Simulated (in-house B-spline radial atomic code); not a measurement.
What moves the levels of neutral germanium ([Ar] 3d10 4s2 4p2)? Method: Dirac-Hartree-Fock, average of configuration, Fermi nucleus of rms radius 4.0742 fm. Calculated with an all-electron radial atomic-structure program (B-spline basis).

Baseline run (computed): total energy -2097.4704 hartree, 1s1/2 at -411.0686 hartree, 4p3/2 at -7.2357 eV with <r> = 2.914 bohr.

Scaling the speed of light c (a factor of 100 is close to the non-relativistic limit):

```json
{"c/c0": "0.95", "ΔE (hartree)": "-2.4642", "4p3/2 level (eV)": "-7.22534", "4p3/2 <r> (bohr)": "2.915"}
{"c/c0": "0.98", "ΔE (hartree)": "-0.93877", "4p3/2 level (eV)": "-7.23174", "4p3/2 <r> (bohr)": "2.914"}
{"c/c0": "1.02", "ΔE (hartree)": "0.88215", "4p3/2 level (eV)": "-7.23938", "4p3/2 <r> (bohr)": "2.913"}
{"c/c0": "1.5", "ΔE (hartree)": "12.445", "4p3/2 level (eV)": "-7.28798", "4p3/2 <r> (bohr)": "2.908"}
{"c/c0": "100", "ΔE (hartree)": "22.137", "4p3/2 level (eV)": "-7.32843", "4p3/2 <r> (bohr)": "2.904"}
```

Changing the nucleus:

| nucleus | ΔE (eV) |
| --- | --- |
| Gaussian nucleus of rms radius 4.0742 fm | -0.00045 |
| uniform spherical nucleus of rms radius 4.0742 fm | 0.000253 |
| Gaussian nucleus of rms radius 0.01 fm | -0.348 |
| Fermi nucleus of rms radius 3.9927 fm | -0.0134 |
| Fermi nucleus of rms radius 4.1557 fm | 0.0136 |

A larger nucleus binds the electrons less, roughly as the density at the nucleus times the change of the nuclear <r²>. At equal rms radius the shape enters only through higher moments. A radius of 0.01 fm is nearly a point.

Q: The nuclear charge is raised by 0.1. What does the Hellmann-Feynman theorem predict for the energy, and what is found?

A: dE/dZ ≈ -Σ<1/r>, which is -158.304 at the start and -158.977 at the end; their mean times 0.1 is -15.864 hartree, and the two runs differ by -15.864 hartree.
